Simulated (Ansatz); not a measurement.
CH$_{6}$AlBSi, SMILES `[BH]1C[SiH2][AlH]1`. The species carries charge 0 and has multiplicity 1.

```xyz
10

B    -0.560    0.959   -0.228
C    -1.322   -0.220    0.386
Si    0.455   -0.935    0.115
Al    1.364    1.402   -0.147
H    -0.494    1.009   -1.456
H    -2.079   -0.723   -0.213
H    -1.563   -0.218    1.447
H     0.986   -1.319    1.452
H     0.489   -2.069   -0.841
H     2.722    2.115   -0.515
```

(1) Give the diagnostics of a CCSD(T)/def2-TZVPP run (frozen core, Ansatz). (An estimate is asked.)

Results:

(1) Ansatz gave: T1 = 0.0168, largest single amplitude 0.027, largest double 0.043, (T) share of the correlation energy 4.5 %, 12 CCSD cycles. The RHF solution is stable towards an unrestricted one. T1 lies under the customary mark of 0.02 for closed shells.
